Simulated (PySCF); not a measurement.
Consider `Cc1cpcc([SiH3])c1` (C6H9PSi). Non-hydrogen atoms are numbered in `[CH3:1][c:2]1[cH:3][p:4][cH:5][c:6]([SiH3:7])[cH:8]1`.

Computed at ωB97X-D3(BJ)/ma-def2-SVP // PBE0-D3(BJ)/def2-SVP with PySCF (density fitting, grid level 2). Thermal corrections: GFN2-xTB frequencies, unscaled, ideal gas at 298.15 K and 1 bar, quasi-RRHO entropy. These were taken at the GFN2-xTB minima.

(1) What are the vertical and the adiabatic ionisation energy for forming the radical cation?

(2) Where does the unpaired spin of the relaxed radical cation sit?

(3) What oxidation potential follows in THF (IEF-PCM), on the absolute scale?

(4) What are the vertical and the adiabatic electron affinity for forming the radical anion?

(5) Where does the unpaired spin of the relaxed radical anion sit?

(6) What reduction potential follows in THF (IEF-PCM), on the absolute scale?

(7) How far is −ε(HOMO) from the vertical value by ΔSCF?

Answers

(1) 8.97 eV vertical and 8.71 eV adiabatic, the latter with zero-point energy.

(2) P4 (phosphorus) 0.44, C8 (aromatic carbon) 0.43, C5 (aromatic carbon) 0.22, C6 (aromatic carbon) -0.10 (intrinsic atomic orbital populations).

(3) In the gas phase ΔG of oxidation is 8.675 eV, and solvation is -9.5 kJ/mol for the parent and -186.0 kJ/mol for the product, so the absolute potential is 6.85 V. The solvent is electrostatics only, on gas-phase structures; the absolute scale refers to an electron at rest in vacuum.

(4) 0.06 eV vertical and 0.35 eV adiabatic, the latter with zero-point energy.

(5) P4 (phosphorus) 0.46, C8 (aromatic carbon) 0.38, C3 (aromatic carbon) 0.21 (intrinsic atomic orbital populations).

(6) In the gas phase −ΔG of reduction is 0.364 eV, and solvation is -9.5 kJ/mol for the parent and -178.2 kJ/mol for the product, so the absolute potential is 2.11 V. The solvent is electrostatics only, on gas-phase structures; the absolute scale refers to an electron at rest in vacuum.

(7) −ε(HOMO) = 9.27 eV, which is 0.30 eV above the ΔSCF value.

Note: structures of the anions come from def2-SVP, which lacks diffuse functions; ma-def2-SVP is a small basis, whose errors can reach tens of kJ/mol.
